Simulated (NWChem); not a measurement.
System: BPH₄O₂; SMILES OB(O)P

```xyz
8

B     -0.0012     0.4993     0.0000
O     -0.0194     1.1318    -1.2058
H     -0.0559     2.0937    -1.1663
O     -0.0194     1.1318     1.2058
H     -0.0559     2.0937     1.1663
P     -0.0851    -1.4356     0.0000
H      0.8530    -1.6294     1.0548
H      0.8530    -1.6294    -1.0548
```
Atoms are numbered in this order, from 1.

All runs: NWChem. All runs use the structure optimised with PBE0/def2-SVP. B3LYP is NWChem's, with the RPA form of VWN correlation. Ions are spin-unrestricted doublets at the neutral geometry; other ion states weren't tried.

| level | vertical ionisation energy, ΔSCF (eV) | −ε(HOMO) (eV) | ΔSCF minus −ε(HOMO) (eV) |
|---|---|---|---|
| B3LYP/def2-SVP | 9.44 | 6.74 | 2.70 |
| M06-2X/def2-SVP | 9.44 | 8.05 | 1.39 |
| CAM-B3LYP/def2-SVP | 9.45 | 8.26 | 1.19 |
